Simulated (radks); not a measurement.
The numbers below are computed, except where a source is named.
Ir9+, 68 electrons, occupied as [Xe] 4f12 6s2 (not the ground configuration). Level of theory: scalar-relativistic Kohn-Sham, BLYP, spin-polarised, spherical densities, point nucleus; open shells are filled with parallel spins first (spin-orbit coupling, left out, can overturn this in heavy ions) (a radial shooting solver on a logarithmic mesh with Libxc functionals).

Local quantities along the radius. ELF = 1/(1 + alpha^2) is the electron localisation function; alpha = (tau - tau_W)/tau_unif compares the Pauli kinetic energy density with that of the uniform gas (summed over spins). tau is taken from the large components.

```
   r/bohr * ELF (the largest magnitude, 1, reaches the edge; | marks zero)
0.0008699 |                                                      *
 0.001005 |                                                      *
  0.00116 |                                                      *
  0.00134 |                                                      *
 0.001547 |                                                      *
 0.001787 |                                                      *
 0.002048 |                                                      *
 0.002365 |                                                      *
 0.002731 |                                                      *
 0.003154 |                                                      *
 0.003642 |                                                      *
 0.004207 |                                                      *
 0.004858 |                                                      *
  0.00561 |                                                      *
 0.006479 |                                                      *
 0.007483 |                                                     *
 0.008642 |                                                     *
 0.009981 |                                                    *
  0.01153 |                                                  *
  0.01331 |                                             *
  0.01537 |                                       *
  0.01775 |                              *
  0.02034 |                      *
  0.02349 |                  *
  0.02713 |                  *
  0.03133 |                      *
  0.03618 |                             *
  0.04179 |                                   *
  0.04826 |                                       *
  0.05574 |                                        *
  0.06437 |                                    *
  0.07434 |                            *
  0.08585 |                    *
  0.09915 |                  *
   0.1145 |                       *
   0.1322 |                                *
   0.1527 |                                      *
   0.1764 |                                      *
   0.2021 |                               *
   0.2334 |                   *
   0.2695 |              *
   0.3113 |                     *
   0.3595 |                                 *
   0.4151 |                                      *
   0.4794 |                                    *
   0.5537 |                              *
   0.6395 |                      *
   0.7385 |                   *
   0.8529 |                        *
    0.985 |                             *
    1.138 |                          *
    1.314 |                *
    1.517 |          *
    1.752 |              *
    2.007 |                             *
    2.318 |                                            *
    2.677 |                                                  *
    3.092 |                                                    *
    3.571 |                                                     *
    4.124 |                                                     *
    4.763 |                                                    *
```

On this mesh the ELF has minima near r = 0.027, 0.099, 0.27, 0.74, 1.5 bohr, which separate the shells, and maxima near 0.056 (0.74), 0.15 (0.71), 0.42 (0.71), 0.98 (0.54), 3.6 (0.98).
